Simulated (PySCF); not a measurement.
## GeCl2: double against triple zeta

Base calculation in PySCF with density fitting and no spin–orbit coupling, PBE0/def2-SVP (no relativity): singlet, C2v, Ge–Cl 2.191 Å (×2); Cl–Ge–Cl 100.2°; wavenumbers 156, 397, 412 cm⁻¹; dipole moment 1.95 D, gap between the highest occupied and lowest empty levels 5.01 eV, polar-tensor charge of Ge 1.11 e, atomisation energy (no zero-point energy) 794 kJ/mol.

Question: What changes on going to PBE0/def2-TZVP (no relativity)?

Answer: The point group stays the same. Changes: mean bond to Ge -0.009 Å, smallest bond angle -0.1 degrees, highest wavenumber -3 cm⁻¹, lowest wavenumber +2 cm⁻¹, dipole moment +0.04 D, gap between the highest occupied and lowest empty levels +0.02 eV, polar-tensor charge of Ge +0.04 e, atomisation energy (no zero-point energy) +9 kJ/mol. The new structure has Ge–Cl 2.182 Å (×2); Cl–Ge–Cl 100.1°, with wavenumbers 158, 388, 409 cm⁻¹. The larger basis shortens the bonds, as added polarisation functions usually do.

Only the bonding shown was studied: isomers, or loss of a ligand pair, can lie lower.
